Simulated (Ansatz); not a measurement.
Cost and result up the ladder for the cluster Sn₅H₂ (7 atoms). The state is a singlet with charge 0. Geometry: PBE-D4/def2-SVP.

```csv
atom,x (Å),y (Å),z (Å)
Sn1,0.4866,-1.1781,-0.4586
Sn2,-2.1309,-0.3731,0.5741
Sn3,2.4026,0.9343,-0.5150
Sn4,0.5651,0.6314,1.8824
Sn5,-0.4594,1.4754,-1.3682
H6,0.2893,-2.8548,-0.8335
H7,-1.1534,1.3648,0.7188
```

Ansatz on 4 threads of Arm Neoverse V1 on a shared host. Times are rough, and most runs start from the orbitals of an earlier one. r2SCAN0-D4/def2-TZVP serves as the yardstick here, not as an exact answer. Differences are given only for rows in sets of like size (and for xTB, whose basis is part of the method), since another set adds its own error. Binding counts from free atoms at the same level (Sn triplet, H doublet; other spins of the atoms weren't run), without zero-point energy or a counterpoise term.

In the def2 sets Sn takes a core potential; there is no spin–orbit coupling. HSE06 is defined as in plane-wave codes, on full-range PBE exchange. Correlated methods freeze 20 core orbitals; core or outer-core shells of Sn are correlated, in sets that lack core-valence functions. The rows differ in basis, and correlated rows in double-zeta sets carry the largest basis error. Another isomer (singlet) lies 0.08 eV lower at PBE0-D4/def2-TZVP; other spin states weren't run for this one.

Correlated methods converge slowly with the basis, most of all in double-zeta sets.

| level | functions | wall time | binding energy per atom (eV) | difference from r2SCAN0-D4/def2-TZVP (eV) |
| --- | --- | --- | --- | --- |
| PBE-D4/def2-SVP | 140 | 2.5 s | 2.42 | – |
| LDA (SPW92)/def2-TZVP | 262 | 2.8 s | 2.87 | 0.59 |
| PBE0-D4/def2-SVP | 140 | 4.8 s | 2.31 | – |
| PBE-D4/def2-TZVP (with forces) | 262 | 6 s | 2.44 | 0.16 |
| r2SCAN-D4/def2-TZVP | 262 | 12 s | 2.35 | 0.08 |
| HSE06-D4/def2-TZVP | 262 | 12 s | 2.34 | 0.07 |
| PBE0-D4/def2-TZVP | 262 | 13 s | 2.34 | 0.07 |
| MP2/def2-TZVP | 262 | 14 s | 2.36 | 0.09 |
| r2SCAN0-D4/def2-TZVP | 262 | 18 s | 2.27 | 0.00 |
| CCSD(T)/def2-SVP | 140 | 75 s | 2.04 | – |
